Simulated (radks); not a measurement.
Problem. Er XLIII, configuration [Ar] 3d8. Method: scalar-relativistic Kohn-Sham, PBE, spin-polarised, spherical densities, finite nucleus; open shells are filled with parallel spins first (spin-orbit coupling, left out, can overturn this in heavy ions); Fermi nuclear charge, rms radius 5.2516 fm; computed with a radial shooting solver on a logarithmic mesh with Libxc functionals. Some entries of the table are withheld. Estimate them.

| orbital | occ. | eigenvalue (eV) | <r^2> (bohr^2) | r(max) (bohr) |
|---|---|---|---|---|
| 1s up | 1 | -59496.96 | 0.0005678 | 0.01286 |
| 1s down | 1 | -59496.87 | 0.0005678 | 0.01286 |
| 2s up | 1 | -11726.86 | 0.008776 | 0.07313 |
| 2s down | 1 | -11719.11 | 0.008769 | 0.07311 |
| 2p up | 3 | -10622.14 | 0.007126 | 0.05945 |
| 2p down | 3 | -10616.07 | 0.007118 | 0.05942 |
| 3s up | 1 | -4087.421 | 0.05448 | 0.2036 |
| 3s down | 1 | -4078.880 | 0.05457 | 0.2037 |
| 3p up | 3 | -3750.504 | 0.05395 | (1) |
| 3p down | 3 | -3741.820 | 0.05406 | (2) |
| 3d up | 5 | -3355.944 | 0.04364 | 0.1611 |
| 3d down | 3 | -3345.144 | 0.04377 | 0.1613 |
| 4s up | 0 | -2029.179 | 0.2068 | 0.4264 |
| 4s down | 0 | -2026.263 | 0.2072 | 0.4268 |
| 4p up | 0 | -1898.194 | (3) | 0.4339 |
| 4p down | 0 | -1895.289 | (4) | 0.4343 |

Solution. 
(1) 3p up r(max) (bohr): 0.1994
(2) 3p down r(max) (bohr): 0.1996
(3) 4p up <r^2> (bohr^2): 0.2149
(4) 4p down <r^2> (bohr^2): 0.2154
